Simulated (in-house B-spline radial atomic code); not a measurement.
Ionising Zn+ with different functionals

Computed with a radial B-spline atomic code at the basis-set limit: scalar-relativistic (spin-free X2C) Hamiltonian, Fermi nucleus of rms radius 3.9283 fm, spin-polarised at highest spin, spherical fractional occupations for the functionals, and exact exchange of hybrids averaged over the configuration. The ionisation energy is the difference of two self-consistent energies, [Ar] 3d10 4s1 → [Ar] 3d10, without Breit or QED terms; ε is the level of the shell that loses the electron (its least bound occupied spin orbital).

| method | rung | ΔSCF (eV) | -ε(4s) (eV) |
| --- | --- | --- | --- |
| PBE0 | global hybrid | 18.33 | 15.27 |
| B3LYP | global hybrid | 18.71 | 15.27 |
| TPSSh | global hybrid | 18.29 | 14.75 |
| BHandHLYP | global hybrid | 18.16 | 16.01 |
| r2SCAN0 | global hybrid | 18.26 | 15.57 |
| B97-1 | global hybrid | 18.13 | 14.85 |
| HSE06 | range-separated hybrid | 18.41 | 14.96 |
| wB97X | range-separated hybrid | 18.01 | 17.34 |
| CAM-B3LYP | range-separated hybrid | 18.63 | 16.71 |
| LC-wPBE | range-separated hybrid | 18.28 | 17.90 |

Task: Among the functionals, which spreads more, the ΔSCF values or the orbital energies?

Result: The orbital energies: ΔSCF values span about 0.70 eV and the orbital energies 3.15 eV; here energy differences depend much less on the functional than eigenvalues do.

Task: How do they compare with the NIST value?

Result: NIST lists 17.964 eV (measured, ground level to ground level). Errors run from +0.05 to +0.74 eV; wB97X is closest (+0.05 eV), but part of that can be cancellation, since the calculations leave out Breit-QED terms.
